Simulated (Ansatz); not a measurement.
`[BH2][Zn][F]` + `B1N[SiH2]1` → `BN1B[SiH2]1` + `[F][ZnH]` at 500 K and 1 bar (cleavage of the B–Zn bond).

Calculated with Ansatz (gas phase, PBE0-D4/def2-TZVP geometries, no zero-point term in ΔE). CCSD(T)/CBS adds triple-zeta CCSD(T) − MP2 to the extrapolated MP2 energy (def2 sets, frozen cores). For Zn outer-core shells are correlated without core-valence functions, which leaves a few kJ/mol of doubt a bond. Scalar relativity is left out up to krypton.

```json
{"species": "`[BH2][Zn][F]`", "CCSD(T)/CBS energy (Eh)": "-1904.16040", "H − E (kJ/mol)": "85.3", "S (J/(mol·K))": "319.7"}
{"species": "`B1N[SiH2]1`", "CCSD(T)/CBS energy (Eh)": "-370.97252", "H − E (kJ/mol)": "146.7", "S (J/(mol·K))": "308.1"}
{"species": "`BN1B[SiH2]1`", "CCSD(T)/CBS energy (Eh)": "-396.37777", "H − E (kJ/mol)": "185.5", "S (J/(mol·K))": "360.7"}
{"species": "`[F][ZnH]`", "CCSD(T)/CBS energy (Eh)": "-1878.79355", "H − E (kJ/mol)": "41.6", "S (J/(mol·K))": "257.8"}
```

H − E and S are ideal-gas, rigid-rotor, harmonic terms from PBE0-D4/def2-TZVP. 1 Eh = 2625.50 kJ/mol, R = 8.31446 J/(mol·K).

Problem. By hand: ΔE, ΔH, ΔS and ΔG.

Solution. ΔE = (-396.37777) + (-1878.79355) − (-1904.16040) − (-370.97252) = -0.03840 Eh = -100.8 kJ/mol. Δ(H − E) = 185.5 + 41.6 − 85.3 − 146.7 = -4.9, so ΔH = -105.7 kJ/mol. ΔS = 360.7 + 257.8 − 319.7 − 308.1 = -9.3 J/(mol·K). ΔG = -105.7 − 500 × (-9.3)/1000 = -101.0 kJ/mol.

Problem. By hand: the equilibrium constant, and the temperature at which ΔG would vanish if ΔH and ΔS stayed fixed.

Solution. log₁₀ K = −ΔG/(RT ln 10) = 10.6. ΔG = 0 at ΔH/ΔS = 11366 K, far beyond where these terms or the molecules hold.

The number of gas molecules stays the same, so ΔS is small and ΔH decides. A doubt of 5 kJ/mol in ΔE shifts log₁₀ K by 0.5 here. These are equilibria of isolated gas molecules and say nothing of rates. Largest T1 diagnostic: 0.018 (customary marks: 0.02 for closed shells, 0.045 for open ones).
